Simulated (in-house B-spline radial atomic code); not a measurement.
Results of a calculation; reference values are marked as such.
Building a PAW s channel for Se, r_c = 1.95 bohr

Se, [Ar] 3d10 4s2 4p4, non-relativistic LDA (VWN5), spherical and spin-unpolarised, from a B-spline radial code for spherical atoms (atomic units; all potentials screened as in the neutral atom).

Two all-electron partial waves φ1, φ2 are integrated outwards at E1 = ε(4s) = -0.621247 and E2 = E1 + 2 hartree; φ1 is the bound orbital and φ2 has unit norm inside r_c = 1.9485 bohr. Smooth partners are polynomials, r^1(a0 + a1 r² + a2 r⁴ + a3 r⁶), matched to φ and three derivatives at r_c, with no condition on the norm. The local potential is -6.31984 + (3.89847) r² + (-1.02977) r⁴ + (0.101491) r⁶ inside 1.5953 bohr and the all-electron one outside.

```tsv
wave	φ(r_c)	φ'(r_c)	a0	a1	a2	a3
1	0.7373755	-0.3670921	0.9428966	-0.2000021	0.01374071	-5.81845e-05
2	0.6038773	2.823265	-3.095578	1.606007	-0.2244502	0.009928156
```

Inside r_c the overlaps are <φi φj> = [[0.62972, -0.57587], [-0.57587, 1.00000]] and, for the smooth waves, [[0.85454, -1.19238], [-1.19238, 2.68159]]. With χj = (Ej − T − V_local) applied to smooth wave j, the program's quadrature gives the matrix B_ij = <smooth i, χj> as [[1.18002, -3.99872], [-2.76570, 9.66025]].

Q: Check the match of the first wave, and find the augmentation charges q_ij.

A: At r_c the four terms are 1.83723, -1.47957, 0.38593, -0.00620, which sum to 0.7374, φ1(r_c) to rounding. q_ij is the all-electron overlap less the smooth one: [[-0.22482, 0.61651], [0.61651, -1.68159]]. The smooth first wave has a norm of 0.8545 inside r_c against 0.6297, so q11 is negative and must stay small enough for the overlap operator to be positive.

Q: B isn't symmetric. Show that D_ij = B_ij + Ej q_ij is.

A: Integrating by parts gives B12 − B21 = (E1 − E2) q12: -3.99872 − (-2.76570) = -1.23302, and −2 × (0.61651) = -1.23302. So D12 = -3.99872 + (1.378753)(0.61651) = -3.14871 and D21 = -2.76570 + (-0.621247)(0.61651) = -3.14870; D11 = 1.31969, D22 = 7.34175. The projectors, p = (B⁻¹)ᵀ χ, are dual to the smooth waves; det B = 0.34.

Solving (T + V_local + Σ p D p) ψ = E (1 + Σ p q p) ψ in a sphere of 9 bohr gives these levels:

```json
{"all-electron": "-0.621247", "one projector": "-0.621247", "two projectors": "-0.621247"}
{"all-electron": "0.014610", "one projector": "0.011932", "two projectors": "0.014600"}
{"all-electron": "0.297720", "one projector": "0.286169", "two projectors": "0.297697"}
{"all-electron": "0.746806", "one projector": "0.690140", "two projectors": "0.746780"}
{"all-electron": "1.348340", "one projector": "1.097910", "two projectors": "1.348340"}
```

Q: What does the second projector gain?

A: With one projector the errors are 0.00, -2.68, -11.55, -56.67 millihartree, and the level at 1.0979 is out of step with the all-electron series: an extra state, or one far too low, so the pairing ends there. With two the errors are 0.00, -0.01, -0.02, -0.03, 0.00 millihartree. The scattering is exact at E1 and at E2 = 1.379, and over all levels compared the largest error is 0.026 millihartree. The lowest eigenvalue of the overlap operator is 0.5032 with one and 0.09515 with two projectors, close enough to zero to make that set ill-conditioned. The smooth orbital alone needs a cutoff of 2.78 hartree for 1 millihartree of kinetic energy, against 16.4 for a norm-conserving Troullier-Martins orbital of the same radius; part of the gain comes from giving up the norm, part from the simpler form.
